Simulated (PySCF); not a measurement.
**Functional dependence of a UV spectrum**

CH10BPSi2.
Numbering: `[SiH3:1][CH2:2][BH:3][PH:4][SiH3:5]` (hydrogens: H6, H7, H8 on Si1; H9, H10 on C2; H11 on B3; H12 on P4; H13, H14, H15 on Si5)

Linear-response calculations in the def2-SVPD basis (PySCF; singlets by full response, triplets Tamm–Dancoff, core orbitals frozen in the response; HF means time-dependent Hartree–Fock). 'Strongest' is the level of largest summed f among the singlets computed (10 roots, of which the last may lack a degenerate partner); it can jump between rows when another state enters that window. S1 is the lowest singlet of each run and needn't be the same state throughout; f(S1) is that of one state. Geometry: PBE0-D3(BJ)/def2-SVP, one conformer, isolated molecule.

```tsv
functional	kind	S1 (eV)	f(S1)	strongest (eV)	T1 (eV)	HOMO (eV)	gap (eV)	ionisation energy, ΔSCF (eV)
LDA	LDA	4.20	0.088	4.20	3.43	-6.28	3.67	8.95
PBE	GGA	4.31	0.094	5.40	3.43	-6.20	3.80	8.84
B3LYP	global hybrid, 20% exact exchange	4.62	0.102	4.62	3.75	-7.02	5.34	9.02
PBE0	global hybrid, 25% exact exchange	4.69	0.100	5.81	3.74	-7.24	5.71	9.01
CAM-B3LYP	range-separated hybrid	4.86	0.099	5.96	3.96	-8.45	8.01	9.11
wB97X-D	range-separated hybrid	4.92	0.100	6.01	4.06	-9.01	9.27	9.12
LC-wPBE	range-separated hybrid	5.10	0.090	7.73	4.10	-9.76	10.37	9.17
HF	Hartree–Fock	5.66	0.091	8.77	4.49	-9.58	11.35	not settled
```

Q: What does BHandHLYP (global hybrid, 50% exact exchange) give?

A: S1 (eV) 5.03, f(S1) 0.101, strongest (eV) 7.62, T1 (eV) 4.10, HOMO (eV) -8.14, gap (eV) 7.62, ionisation energy, ΔSCF (eV) 9.00. S1 runs from 4.20 eV (LDA) to 5.66 eV (HF), a spread of 1.45 eV, while the orbital gap spreads over 7.7 eV. Along PBE (0%), B3LYP (20%), PBE0 (25%), BHandHLYP (50%), HF (100%) S1 rises with the share of exact exchange. −ε(HOMO) comes closest to its own ΔSCF ionisation energy with wB97X-D (-0.11 eV) and misses most with LDA (-2.68 eV). 'Not settled' means that the ion's SCF failed to converge or may have ended in another state than the lowest.
